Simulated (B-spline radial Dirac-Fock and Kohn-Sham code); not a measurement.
**X-ray lines that fill the K vacancy in Ga⁶⁺**

System: gallium as Ga⁶⁺, configuration [Ar] 3d7.

Input of the calculation (task.json; shells as n, l, electrons):

```json
{"items": [{
  "Z": 31,
  "q": 6,
  "cfg": [[1, 0, 2], [2, 0, 2], [2, 1, 6], [3, 0, 2], [3, 1, 6], [3, 2, 7]],
  "A": 69,
  "rrms": 3.9973,
  "do": ["binding", "quiet", "decay"],
  "holes": ["K", "L1", "L2", "L3", "M1", "M2", "M3"]
}]}
```

Launch: `python xray_run.py task.json out`

Model: one-electron (LDA, Dirac) transition rates at Dirac-Fock energies. Program: a radial B-spline solver.

| line | multipole | energy (eV) | width (meV) | share (%) |
| --- | --- | --- | --- | --- |
| K-L2 | E1 | 9222.4 | 268 | 29.8 |
| K-L3 | E1 | 9249.5 | 520 | 58.0 |
| K-M2 | E1 | 10271.5 | 36.7 | 4.09 |
| K-M3 | E1 | 10275.4 | 72.1 | 8.04 |

The listed lines hold 100.0 % of the radiative rate. The radiative width is 0.897 eV in the length form and 0.924 eV in the velocity form; the two differ because the transition energies are not eigenvalue differences of the potential that gave the orbitals. Kα2/Kα1 is 0.514 and Kβ/Kα is 0.138.
